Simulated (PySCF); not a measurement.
**Sb: electron affinity**

Sb⁻ [Kr] 4d10 5s2 5p4 (3P) → Sb [Kr] 4d10 5s2 5p3 (4S), as a difference of total energies. All numbers are calculated (PySCF 2.14, scalar relativity through the core potential, in aug-cc-pVQZ-PP with ECP28MDF (7s7p5d3f2g, 92 functions)). Correlated levels: valence: 4s2 4p6 4d10 frozen. The calculations carry no spin-orbit coupling.

```
           method  electron affinity (eV)
              UHF                  -0.052
    MP2 (valence)                   0.684
SCS-MP2 (valence)                   0.753
   CCSD (valence)                   0.782
CCSD(T) (valence)                   0.842
```

The reference lies between the lowest fine-structure levels, while these numbers refer to the centres of the terms.

Errors of the correlated levels include the incompleteness of this basis and the frozen core.

A negative affinity means that the anion lies above the atom at that level of theory.

For comparison: 1.047 eV (measured; photodetachment measurements, as compiled on the Wikipedia data page of electron affinities).
